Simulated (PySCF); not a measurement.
## Excitation energy of Ga⁺ by level of theory

Ga⁺ [Ar] 3d10 4s2 (1S) → Ga⁺ [Ar] 3d10 4s1 4d1 (3D), as a difference of total energies. Calculation: PySCF 2.14, in dyall-av2z (16s12p8d, 92 functions); no relativity, point nucleus. Correlated levels: valence: [Ar] 3d10 frozen; virtual orbitals above 40 to 60 times the deepest correlated orbital energy dropped. The calculations carry no spin-orbit coupling.

```
           method  excitation energy (eV)  difference from reference (eV)
              UHF                  12.327                          -1.789
              LDA                  13.828                          -0.288
              PBE                  13.397                          -0.719
             PBE0                  13.253                          -0.863
           r2SCAN                  13.395                          -0.721
            HSE06                  13.284                          -0.832
            B97-3                  13.518                          -0.598
          wB97X-V                  13.693                          -0.423
             BP86                  13.450                          -0.666
    MP2 (valence)                  12.976                          -1.140
SCS-MP2 (valence)                  13.138                          -0.978
```

Reference: 14.116 eV (measured; NIST levels, between the centres of gravity of the two terms).

These non-relativistic numbers lack the scalar-relativistic shift.

Errors of the correlated levels include the incompleteness of this basis and the frozen core.
